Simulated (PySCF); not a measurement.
C4H5F, SMILES C=C/C=C/F.

The structure is a stationary point at r2SCAN-D4/def2-SVP. Other conformers were not sampled.

Two levels are set side by side: TDA-PBE/def2-SVPD (PySCF) and TDA-PBE0/def2-SVPD (PySCF). Vertical, same geometry. The lowest singlet is HOMO→LUMO+2 100 % with PBE and HOMO→LUMO 92 % with the other functional; states are paired by order. Differences are taken from unrounded values.

| quantity | TDA-PBE |
|---|---|
| lowest singlet excitation (eV) | 6.12 |
| lowest triplet excitation (TDA) (eV) | 3.11 |
| first bright state (f over 0.05) (eV) | 6.12 |
| its oscillator strength | 0.61 |

**Question.** These are the TDA-PBE values. What does TDA-PBE0 give? (An estimate is asked for; the answer gives what the named calculation found.)

**Answer.** 
| quantity | TDA-PBE0 | TDA-PBE minus TDA-PBE0 |
|---|---|---|
| lowest singlet excitation (eV) | 6.33 | -0.21 |
| lowest triplet excitation (TDA) (eV) | 3.05 | 0.06 |
| first bright state (f over 0.05) (eV) | 6.33 | -0.21 |
| its oscillator strength | 1.03 | -0.42 |

A lower first singlet is the usual sign of a functional without exact exchange. Differences between two approximate levels are no errors against the true value.

Rough cost on one machine, each run with all the roots and properties that it gave: TDA-PBE0 against TDA-PBE within a factor of 2.
